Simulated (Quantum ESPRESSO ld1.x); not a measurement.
These are the eigenvalues of the occupied orbitals of an atom or ion with whole-number occupations (eV). Method: scalar-relativistic Kohn-Sham, LDA (Slater exchange, VWN5 correlation), spin-polarised, spherical densities, point nucleus; computed with ld1.x of Quantum ESPRESSO 7.5.

1s up: -7001.413
1s down: -7001.402
2s up: -836.500
2s down: -834.477
2p up: -716.419
2p down: -714.858
3s up: -113.582
3s down: -109.374
3p up: -79.977
3p down: -75.873
3d up: -27.419
3d down: -23.684

Which element is it, and in what charge state? The configuration may be excited.

Answer. Z = 26, iron, charge +2: Fe2+ in [Ne] 3s2 3p(up 3, down 3) 3d6. The list shows which subshells hold electrons but not how many an open one holds; the 1s level, -257.3 hartree, gives Z - s = 22.7 by -(Z - s)^2/2, which with screening and relativity narrows Z to a few neighbours, and the depths of the outer levels then fix element, charge and occupations together.
